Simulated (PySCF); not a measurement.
PySCF 2.14 output of an unrestricted r2SCAN0 calculation on a single atom or ion in x2c-TZVPPall with one added diffuse shell each of s, p, d, f type (12s8p8d4f1g, 113 functions), with the spin-free X2C one-electron Hamiltonian (Gaussian nucleus):

```
SCF conv_tol = 1e-09
number electrons alpha = 40  beta = 36
    M. Bursch, H. Neugebauer, S. Ehlert, and S. Grimme.,  J. Chem. Phys. 156, 134105 (2022)
cycle= 1 E= -17829.0080293248  delta_E= -0.0164  |g|= 0.147  |ddm|= 0.362
cycle= 2 E= -17829.0081395589  delta_E= -0.00011  |g|= 0.125  |ddm|= 0.126
cycle= 3 E= -17829.0093368701  delta_E= -0.0012  |g|= 0.0116  |ddm|= 0.0566
cycle= 4 E= -17829.009360415  delta_E= -2.35e-05  |g|= 0.00101  |ddm|= 0.0129
cycle= 5 E= -17829.0093607773  delta_E= -3.62e-07  |g|= 5.94e-05  |ddm|= 0.00221
cycle= 6 E= -17829.0093607803  delta_E= -2.94e-09  |g|= 5.49e-06  |ddm|= 0.000285
cycle= 7 E= -17829.0093607803  delta_E= -1.82e-11  |g|= 8.86e-07  |ddm|= 1.47e-05
converged SCF energy = -17829.0093607803  <S^2> = 6.0026707  2S+1 = 5.0010681
```

The run itself started from symmetry-adapted Hartree-Fock orbitals and held the occupation by maximum overlap, on a logarithmic radial grid, so the iterations belong to that start.

Task: Which element, charge and spin multiplicity is this?

Result: Ir⁺ (iridium, charge +1), multiplicity 5; the state was [Xe] 4f14 5d7 6s1, high-spin 5F determinant.

Spin-orbit coupling, absent here, splits the open shell strongly.
